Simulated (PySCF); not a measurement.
silylphosphine (H5PSi), SMILES [SiH3]P. Atoms are numbered in the order given.

```xyz
7

Si    -1.0967    -0.0069     0.0000
P      1.1674     0.1185     0.0000
H     -1.5925     0.6959     1.2062
H     -1.5925     0.6959    -1.2062
H     -1.6210    -1.3928     0.0000
H      1.3238    -0.8394     1.0358
H      1.3238    -0.8394    -1.0358
```
Charge 0, spin multiplicity 1.

The structure is a stationary point at B3LYP-D3(BJ)/def2-TZVP.

Level of theory: PBE/pcJ-1 (PySCF).

Isotropic couplings with Fermi-contact, spin-dipole and both spin-orbit terms, one fixed conformer, no vibrational averaging. Isotopes: 1H, 29Si, 31P.

Computed spin–spin coupling constants:
```tsv
pair	bonds apart	J (Hz)
Si1–P2	1	76.8
Si1–H3	1	-195.7
Si1–H4	1	-195.7
Si1–H5	1	-196.2
P2–H6	1	129.5
P2–H7	1	129.5
Si1–H6	2	5.9
Si1–H7	2	5.9
P2–H3	2	29.7
P2–H4	2	29.7
P2–H5	2	-1.2
H3–H4	2	-2.2
H3–H5	2	3.4
H4–H5	2	3.4
H6–H7	2	-10.6
H3–H7	3	12.2
H4–H6	3	12.2
H5–H6	3	4.4
H5–H7	3	4.4
```
